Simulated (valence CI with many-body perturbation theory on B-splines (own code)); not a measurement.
E1 transitions of Er LVI

Level of theory: valence CI with perturbative core correlation (CI+MBPT): three valence electrons over a frozen Dirac-Fock core [Ne], radial functions for each j: 11 s, 11 p, 9 d, 7 f, 5 g, 2 h, 1 i, with the one-electron correlation potential Σ1, the two-electron term Σ2, the three-electron term Σ3, Breit, model QED; selected CI, second order for the rest (own B-spline code, finite nucleus).

No measured spectrum was set against this ion. As an estimate, large intervals hold to a few tenths of a per cent, small ones and those within an open d or f shell to about a per cent.

Lines 1 to 50 of 257 in falling wavelength, among levels below 1112.4 eV, chosen from the strongest by gf and those to the six lowest levels. Wavelengths and rates use the calculated energies. Electric multipoles are in the length gauge, E1 and E2 with the static RPA response of the core. Weak lines are less certain than strong ones. Lines between different terms over intervals too small for the method are left out, as are lines whose strength nearly cancels. The highest levels of a list are the least certain.

Levels are named by their leading jj configuration (3d3/2^4 stands for four electrons in 3d with j = 3/2), which in mixed levels can hold well under half, so a name can repeat and another be missing. Letters in brackets count levels of one name in rising energy.

```
λ vac (Å)                          Upper                       Lower   A (s⁻¹)  S (a.u.)
    127.4             (3s^2 3p3/2) J=3/2          (3s 3p1/2^2) J=1/2  5.16e+07  2.11e-04
    112.0      (3p1/2 3p3/2 3d3/2) J=7/2  (3s 3p3/2 3d3/2) J=5/2 [b]  4.34e+09  2.41e-02
    107.3         (3s 3p1/2 3d3/2) J=5/2          (3s^2 3d3/2) J=3/2  7.07e+09  2.59e-02
    103.7     (3s 3p1/2 3p3/2) J=3/2 [a]          (3s^2 3p3/2) J=3/2  1.60e+09  3.52e-03
    99.63  (3p1/2 3p3/2 3d5/2) J=7/2 [b]  (3s 3p3/2 3d5/2) J=5/2 [b]  9.77e+09  3.81e-02
    97.73      (3p1/2 3p3/2 3d5/2) J=9/2  (3s 3p3/2 3d5/2) J=7/2 [b]  7.99e+09  3.68e-02
    91.53         (3s 3p1/2 3d5/2) J=7/2          (3s^2 3d5/2) J=5/2  1.78e+10  5.38e-02
    91.41         (3s 3p1/2 3p3/2) J=5/2          (3s^2 3p3/2) J=3/2  1.07e+10  2.41e-02
    87.52          (3p1/2^2 3d3/2) J=3/2      (3s 3p1/2 3d3/2) J=1/2  1.34e+10  1.78e-02
    86.41      (3p1/2 3p3/2 3d5/2) J=9/2  (3s 3p3/2 3d5/2) J=7/2 [a]  1.21e+10  3.85e-02
    85.78          (3p1/2^2 3p3/2) J=3/2  (3s 3p1/2 3p3/2) J=3/2 [b]  6.51e+09  8.11e-03
    85.48     (3s 3p1/2 3d5/2) J=5/2 [b]          (3s^2 3d5/2) J=5/2  1.36e+10  2.52e-02
    84.87             (3s 3p1/2^2) J=1/2          (3s^2 3p1/2) J=1/2  2.87e+10  1.73e-02
    83.72      (3p1/2 3p3/2 3d3/2) J=7/2      (3s 3p3/2 3d3/2) J=7/2  1.50e+10  3.49e-02
    82.73         (3s 3p1/2 3d5/2) J=3/2          (3s^2 3d5/2) J=5/2  1.96e+10  2.19e-02
    82.67  (3p1/2 3p3/2 3d5/2) J=5/2 [a]  (3s 3p3/2 3d5/2) J=3/2 [a]  1.47e+10  2.46e-02
    82.41  (3p1/2 3p3/2 3d5/2) J=3/2 [b]      (3s 3p3/2 3d5/2) J=1/2  2.27e+10  2.51e-02
    82.15          (3p1/2^2 3d5/2) J=5/2      (3s 3p1/2 3d5/2) J=3/2  2.98e+10  4.89e-02
    81.92      (3p1/2 3p3/2 3d3/2) J=7/2  (3s 3p3/2 3d3/2) J=5/2 [a]  7.53e+09  1.63e-02
    79.88  (3p1/2 3p3/2 3d5/2) J=3/2 [a]  (3s 3p3/2 3d5/2) J=5/2 [a]  3.20e+10  3.22e-02
    79.84     (3s 3p1/2 3p3/2) J=3/2 [b]          (3s^2 3p3/2) J=3/2  1.89e+10  1.90e-02
    79.81             (3s 3d3/2^2) J=5/2  (3s 3p3/2 3d5/2) J=5/2 [a]  1.08e+10  1.63e-02
    79.61          (3p1/2^2 3d5/2) J=5/2  (3s 3p1/2 3d5/2) J=5/2 [b]  3.11e+10  4.64e-02
    78.45     (3s 3p1/2 3d3/2) J=3/2 [a]  (3s 3p1/2 3p3/2) J=3/2 [b]  1.83e+10  1.75e-02
    77.03  (3p1/2 3p3/2 3d5/2) J=5/2 [a]  (3s 3p3/2 3d5/2) J=5/2 [a]  1.38e+10  1.87e-02
    76.71  (3p1/2 3p3/2 3d5/2) J=7/2 [b]  (3s 3p3/2 3d5/2) J=7/2 [a]  1.86e+10  3.32e-02
    76.33          (3p1/2 3p3/2^2) J=5/2          (3s 3p3/2^2) J=5/2  2.24e+10  2.95e-02
    75.51          (3p1/2^2 3p3/2) J=3/2      (3s 3p1/2 3p3/2) J=5/2  4.13e+10  3.51e-02
    75.51         (3s 3p1/2 3p3/2) J=1/2          (3s^2 3p3/2) J=3/2  2.54e+10  1.08e-02
    75.46  (3p1/2 3p3/2 3d5/2) J=5/2 [b]  (3s 3p3/2 3d5/2) J=7/2 [a]  2.75e+10  3.49e-02
    75.06          (3p1/2^2 3d3/2) J=3/2      (3s 3p1/2 3d3/2) J=5/2  6.37e+10  5.31e-02
    74.99          (3p1/2^2 3d5/2) J=5/2      (3s 3p1/2 3d5/2) J=7/2  5.82e+10  7.27e-02
    74.92  (3p1/2 3p3/2 3d5/2) J=7/2 [a]      (3s 3p3/2 3d5/2) J=9/2  4.44e+10  7.37e-02
    74.47          (3p1/2 3p3/2^2) J=3/2          (3s 3p3/2^2) J=5/2  4.23e+10  3.45e-02
    73.10         (3s 3p1/2 3d3/2) J=5/2  (3s 3p1/2 3p3/2) J=3/2 [b]  4.85e+09  5.61e-03
    72.61  (3p1/2 3p3/2 3d3/2) J=5/2 [b]      (3s 3p3/2 3d3/2) J=7/2  5.08e+10  5.76e-02
    71.80  (3p1/2 3p3/2 3d3/2) J=5/2 [a]       (3p1/2 3p3/2^2) J=5/2  2.09e+10  2.29e-02
    71.69  (3p1/2 3p3/2 3d3/2) J=3/2 [b]  (3s 3p3/2 3d3/2) J=5/2 [a]  2.78e+10  2.02e-02
    71.64      (3p1/2 3p3/2 3d5/2) J=9/2      (3s 3p3/2 3d5/2) J=9/2  3.26e+10  5.91e-02
    70.15          (3p1/2^2 3d3/2) J=3/2  (3s 3p1/2 3d3/2) J=3/2 [a]  3.43e+10  2.33e-02
    69.77     (3s 3p1/2 3d3/2) J=3/2 [a]      (3s 3p1/2 3p3/2) J=5/2  2.18e+10  1.46e-02
    68.80          (3p1/2^2 3p3/2) J=3/2  (3s 3p1/2 3p3/2) J=3/2 [a]  1.78e+10  1.14e-02
    65.51         (3s 3p1/2 3d3/2) J=5/2      (3s 3p1/2 3p3/2) J=5/2  9.27e+09  7.72e-03
    64.19         (3s 3p1/2 3d3/2) J=1/2  (3s 3p1/2 3p3/2) J=3/2 [b]  1.52e+08  3.98e-05
    64.00     (3s 3p1/2 3d3/2) J=3/2 [a]  (3s 3p1/2 3p3/2) J=3/2 [a]  1.70e+07  8.81e-06
    62.66     (3s 3p1/2 3d3/2) J=3/2 [b]  (3s 3p1/2 3p3/2) J=3/2 [b]  5.05e+09  2.45e-03
    60.40         (3s 3p1/2 3d3/2) J=5/2  (3s 3p1/2 3p3/2) J=3/2 [a]  2.09e+08  1.36e-04
    59.23             (3s^2 3d3/2) J=3/2          (3s^2 3p3/2) J=3/2  2.49e+08  1.02e-04
    57.00     (3s 3p1/2 3d3/2) J=3/2 [b]      (3s 3p1/2 3p3/2) J=5/2  8.00e+08  2.93e-04
    55.38     (3s 3p3/2 3d5/2) J=3/2 [a]          (3s 3p3/2^2) J=3/2  4.08e+10  1.37e-02
```
